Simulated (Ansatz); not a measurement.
Several settings on one geometry of SiS3⁻ (the lowest doublet isomer of a short search) (that of the charge -1 doublet, PBE-D4/def2-TZVPD). Ansatz on 4 threads of Arm Neoverse N1 on a shared host; times are rough.

```xyz
4

Si    0.000    0.000    0.000
S    -1.250   -1.016    1.241
S     1.521    1.107    0.772
S    -0.271   -0.091   -2.013
```

Totals from different functionals, basis sets or treatments of relativity can't be compared as stabilities.

LC-ωPBE has ω = 0.4 bohr⁻¹.

The spins typed aren't always the lowest for that charge.

Question: Give the basis size and estimate the energy, ⟨S²⟩ and time of these runs.

| run | method | charge | state | further keys |
| --- | --- | --- | --- | --- |
| 1 | UKS PBE/def2-mTZVP | -1 | doublet | fitting: {mean_field: def2-universal-jkfit}; nuclear_model: gaussian |
| 2 | UKS LC-ωPBE/pcseg-2 | -1 | doublet | scf: {lower_state_search: full}; forces asked |
| 3 | RKS revPBE0-D3(BJ)-ATM/cc-pVTZ | 0 | singlet | nuclear_model: gaussian; forces asked |

Answer: 
| run | functions | energy (Eh) | ⟨S²⟩ | wall time |
| --- | --- | --- | --- | --- |
| 1 | 88 | -1483.6052 | 0.75 | 3.3 s |
| 2 | 136 | -1483.8340 | 0.77 | 39 s |
| 3 | 136 | -1483.8908 | – | 3.7 s |

The highest occupied level of an anion often lies above zero with these methods, and sets without diffuse functions describe the outer electron poorly. A triplet lies near this restricted singlet, and broken spin symmetry wasn't tried.
